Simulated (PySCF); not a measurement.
Geometries of 2 isomers of C3H8BOP, from PBE0-D3(BJ)/def2-SVP geometry optimisation, gas phase (PySCF). One conformer each, no zero-point energy, no frequencies.

**Question.** Which isomer lies lower at this level?
A.
```xyz
14
angstrom
O      1.498   -0.978    1.631
B      0.882   -0.471    0.531
P      1.899   -0.101   -1.091
C     -0.663   -0.331    0.581
C     -1.494   -0.393   -0.687
C     -1.356    0.901    0.023
H      2.454   -1.045    1.558
H      1.252    1.114   -1.460
H      3.011    0.537   -0.463
H     -1.133   -0.758    1.474
H     -0.968   -0.531   -1.637
H     -2.451   -0.920   -0.633
H     -2.214    1.280    0.585
H     -0.736    1.683   -0.425
```
B.
```xyz
14
angstrom
C      0.671   -1.209   -1.077
C     -0.020   -0.270   -0.389
B     -1.565   -0.183   -0.516
P     -2.539    1.136    0.398
O      0.535    0.619    0.470
C      1.921    0.595    0.650
H      0.125   -1.866   -1.754
H      1.751   -1.359   -1.000
H     -2.131   -0.886   -1.318
H     -1.909    1.161    1.669
H     -3.734    0.445    0.732
H      2.168    1.398    1.357
H      2.458    0.773   -0.299
H      2.262   -0.370    1.068
```

**Answer.** A. That is `OB(P)C1CC1`, 50.3 kcal/mol below the other.

| SMILES | atoms numbered as above | E (Eh) | relative (kcal/mol) | relative (kJ/mol) | dipole (D) |
| --- | --- | --- | --- | --- | --- |
| OB(P)C1CC1 | [OH:1][B:2]([PH2:3])[CH:4]1[CH2:5][CH2:6]1 | -559.94656 | 0.0 | 0.0 | 0.87 |
| C=C(BP)OC | [CH2:1]=[C:2]([BH:3][PH2:4])[O:5][CH3:6] | -559.86647 | 50.3 | 210.3 | 2.05 |

As drawn, the lower has a three-membered ring, an O–H bond and a B–O bond, which the higher lacks; the higher has a C=C bond outside aromatic rings, which the lower lacks.
